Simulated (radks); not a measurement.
Valence configurations of Tl. All-electron calculation, non-relativistic Kohn-Sham, LDA (Slater exchange, Perdew-Wang correlation), spin-polarised, spherical densities, point nucleus; open shells are filled with parallel spins first (spin-orbit coupling, left out, can overturn this in heavy ions); relativity is left out, which matters for an element this heavy. Program: a radial shooting solver on a logarithmic mesh with Libxc functionals. Energies are relative to [Hg] 6p1; eigenvalues in eV for spin up.

valence                     E (eV)  moment (Bohr magnetons)    e(4f)    e(5d)   e(6p)    e(6s)
[Hg] 6p1                     0.000                        1  -131.55  -18.349  -2.955   -7.934
[Xe] 4f14 5d10 6s1 6p2       4.112                        3  -132.71  -19.589  -3.809   -9.048
[Xe] 4f14 5d9.5 6s2 6p1.5    8.031                        2  -134.60  -20.826  -3.595   -8.958
[Xe] 4f14 5d9 6s2 6p2       16.793                        3  -137.63  -23.255  -4.197   -9.922
[Xe] 4f14 5d8 6s2 6p3       36.452                        5  -143.71  -28.028  -5.332  -11.725
[Xe] 4f13.5 5d10 6s2 6p1.5  66.467                        2  -141.56  -21.461  -3.592   -8.971
[Xe] 4f13.5 5d9.5 6s2 6p2   75.678                        3  -144.64  -23.933  -4.199   -9.945
[Xe] 4f14 5d6 6s2 6p5       87.600                        5  -156.48  -37.712  -7.059  -14.687
[Xe] 4f13 5d10 6s2 6p2      137.34                        3  -151.73  -24.610  -4.202   -9.967
[Xe] 4f12 5d10 6s2 6p3      292.62                        5  -172.55  -31.043  -5.372  -11.870

NIST lists [Hg] 6p1 as the ground configuration; this level of theory agrees among the configurations tried. The energies are those of spherical high-spin densities, not of single terms. Relativity is left out, which favours d and f over s occupation in heavy atoms.
